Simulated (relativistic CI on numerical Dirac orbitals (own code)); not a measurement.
# Cr5+ in a cubic cluster: 3s photoemission with charge transfer

Computed with a charge-transfer multiplet model of a cubic metal-ligand cluster with up to 2 ligand holes, Slater and spin-orbit integrals from Dirac-Coulomb-Breit ions, Slater integrals scaled by 0.9. The ground state mixes d1 with configurations of k ligand holes L, whose averages lie at kΔ + k(k − 1)U_dd/2; a core hole lowers each added d electron by U_cd. 20 K, Lorentzian 1.4 eV and Gaussian 0.8 eV FWHM.

Atomic integrals in eV (Slater integrals scaled, ζ unscaled), ground: F2dd 10.549, F4dd 6.644, zeta_d 0.045; with the core hole: F2dd 10.549, F4dd 6.644, zeta_d 0.051, G2cd 11.489. Where a configuration has fewer than two d electrons, the dd integrals are those of d2.

Cluster parameters (eV): U_dd = 6.5, U_cd = 8.3, 10Dq = 1.45, 10Dq(ligand) = 0.2, V(eg) = 1.25, V(t2g) = -0.63, final-state hopping factor = 1.

```tsv
Case	n_d	d1	d2L	d3L2	S
Δ = -2.5 eV	2.11	0.09	0.71	0.20	0.50
Δ = -1.5 eV	2.01	0.14	0.71	0.15	0.50
Δ = -0.5 eV	1.89	0.22	0.67	0.11	0.50
Δ = 0.5 eV	1.75	0.33	0.60	0.07	0.50
Δ = 1.5 eV	1.60	0.45	0.50	0.05	0.50
```

Weights, n_d and S are thermal averages at 20 K. Binding energies count from the first peak over 30 % of the highest in each spectrum, which can be another peak from case to case. The parameters are a model scan and need not match a compound or its usual spin state. Peaks in eV (height, largest 100):
- Δ = -2.5 eV: 0.0 (83), 4.3 (54), 8.3 (100), 15.3 (31), 21.3 (7)
- Δ = -1.5 eV: 0.0 (88), 4.2 (63), 8.0 (100), 14.7 (33), 19.5 (11)
- Δ = -0.5 eV: 0.0 (98), 4.1 (76), 7.9 (100), 14.3 (37), 17.8 (21), 22.4 (8)
- Δ = 0.5 eV: 0.0 (100), 4.0 (80), 7.8 (90), 13.9 (42), 20.8 (12)
- Δ = 1.5 eV: 0.0 (100), 4.0 (79), 7.8 (82), 13.9 (58), 19.4 (16)

For the case Δ = 0.5 eV, Δ = 0.5 eV is smaller than U_dd = 6.5 eV, the charge-transfer side of the Zaanen-Sawatzky-Allen scheme. With the core hole the configuration with one ligand hole lies at Δ − U_cd = -10.8, -9.8, -8.8, -7.8, -6.8 eV from the one without, in the order of the table; where this is negative the screened configuration lies lower.

With at most 2 ligand holes the space is cut while the next configuration still counts, so covalency is underestimated, and a final configuration with one more ligand hole, which can lie low, is missing from the spectra.

Without intra-shell correlation the exchange splitting of the 3s hole comes out too large.
